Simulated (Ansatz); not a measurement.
Ansatz (a quantum-chemistry and plane-wave program) job for C2HF4, SMILES FC(F)([CH]F)F, multiplicity 2, CAM-B3LYP/def2-SVPD. Geometry optimised at B3LYP-D3(BJ)/def2-SVP. The isomer is the one that the SMILES or the coordinates give; other isomers of the formula were not compared.

Ansatz 0.2 input:
```yaml
crystal:
  periodic: [false, false, false]
  atoms:
    - {symbol: F, position_ang: [1.78603256, -0.88233640, -0.12712187]}
    - {symbol: C, position_ang: [1.09987876, 0.23295154, -0.31928633]}
    - {symbol: C, position_ang: [-0.35281523, 0.17121139, 0.01198635]}
    - {symbol: F, position_ang: [-0.57320880, 0.03240958, 1.33606459]}
    - {symbol: F, position_ang: [-0.95466031, -0.85978418, -0.59472401]}
    - {symbol: F, position_ang: [-0.94062463, 1.31024192, -0.38001977]}
    - {symbol: H, position_ang: [1.65976968, 1.17024416, -0.26399052]}
basis:
  gaussian:
    orbitals: def2-SVPD
hamiltonian:
  xc: {name: CAM-B3LYP}
magnetization: {spin_polarized: true, initial_magnetization: 1}
```

Program output:

```
WARN ansatz: RAYON_NUM_THREADS=1 ignored (pool sized by the plan → 1); use --threads N
Functional definition: CAM-B3LYP
integrals: 0.08 GiB planned
1142 factors; their error is unknown
integrals: 0.11 GiB planned
417 factors; integrals over basis functions are off by at most 2.2e-5 eV
mean field: 1.04 GiB planned
mean field evaluation 1: about -12940.3836 eV, gradient 3.2e1 eV
mean field evaluation 2: about -12939.2954 eV, gradient 3.9e1 eV
mean field evaluation 4: about -12943.5073 eV, gradient 1.2e0 eV
mean field evaluation 8: about -12943.5112 eV, gradient 4.8e-2 eV
mean field evaluation 16: about -12943.5329 eV, gradient 1.0e-4 eV
mean field -12943.53292875 eV, -475.6660616899 hartree, gradient 2.0e-5 eV, S^2 0.753435; 0 other end points of the search recorded, 0 dependent functions left out
reference -12943.53305590 eV, -475.6660663624 hartree; 25, 24 occupied and 115, 116 virtual orbitals, 1142 factors
Total energy: -12943.53305590 eV, -475.6660663624 hartree
```

Self-consistency was reached.

Cost: very roughly 5 core-seconds.
